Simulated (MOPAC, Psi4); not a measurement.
Two rigid molecules brought together: CH4O ··· C2H6O (SMILES CO and COC). Monomers: optimised at B3LYP-D3(BJ) (def2-TZVP), held rigid. Orientation: lowest of the rigid-body minima from ten starts at GFN2-xTB. R is the distance of the centres of mass, along which the second monomer moves.

Levels: AM1, restricted, heats of formation (MOPAC); SAPT0/jun-cc-pVDZ, frozen core (Psi4).

Interaction energies in kJ/mol:

| R / Å | AM1 |
|---|---|
| 2.98 | 91.54 |
| 3.15 | 46.60 |
| 3.39 | 7.37 |
| 3.58 | -6.36 |
| 3.80 | -9.97 |
| 4.02 | -8.83 |
| 4.25 | -6.83 |
| 4.57 | -4.57 |
| 5.10 | -2.70 |
| 5.79 | -1.70 |
| 6.80 | -0.95 |
| 8.12 | -0.49 |

Problem. What does SAPT0/jun-cc-pVDZ give at the same points?

Solution. 2.98: 16.37; 3.15: -9.52; 3.39: -22.87; 3.58: -24.54; 3.80: -22.54; 4.02: -19.08; 4.25: -15.40; 4.57: -11.21; 5.10: -6.76; 5.79: -3.79; 6.80: -1.88; 8.12: -0.90 (kJ/mol).
